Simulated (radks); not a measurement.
Question: Radial electron density D(r) = 4 pi r^2 rho(r) of an atom or ion with 28 electrons. Calculated with a radial shooting solver on a logarithmic mesh with Libxc functionals: scalar-relativistic Kohn-Sham, exchange-only LDA, spin-polarised, spherical densities, finite nucleus; Fermi nuclear charge, rms radius of each element as measured or else 0.836 A^(1/3) + 0.57 fm.

| r (bohr) | D(r) (e/bohr) |
|---|---|
| 0.003914 | 13.88 |
| 0.005016 | 19.81 |
| 0.006377 | 27.14 |
| 0.008171 | 36.20 |
| 0.01039 | 45.69 |
| 0.01331 | 54.80 |
| 0.01706 | 61.11 |
| 0.02169 | 62.77 |
| 0.02779 | 59.77 |
| 0.03533 | 55.21 |
| 0.04527 | 54.45 |
| 0.05755 | 61.55 |
| 0.07375 | 73.64 |
| 0.0945 | 79.27 |
| 0.1201 | 71.04 |
| 0.154 | 56.78 |
| 0.1957 | 53.53 |
| 0.2508 | 60.71 |
| 0.3188 | 58.43 |
| 0.4086 | 38.00 |
| 0.5236 | 14.95 |
| 0.6656 | 3.408 |
| 0.8529 | 0.3588 |
| 1.084 | 0.01717 |
| 1.389 | 0.0002447 |

What is the nuclear charge?

Answer: Z = 49. The innermost maximum, from 1s, lies near gamma/Z bohr with gamma = sqrt(1 - (Z/c)^2) = 0.934, here 0.0191 bohr (found: 0.0208), and its height grows with Z. The density is that of the indium ion In21+ in [Ar] 3d10; the configuration itself is not fixed sharply by these data, and Z only to a few units. D(r) has 3 maxima, at r = 0.0208, 0.0923, 0.276 bohr, and minima at 0.0415, 0.182 bohr, inside which lie 2.02, 11.25 electrons.
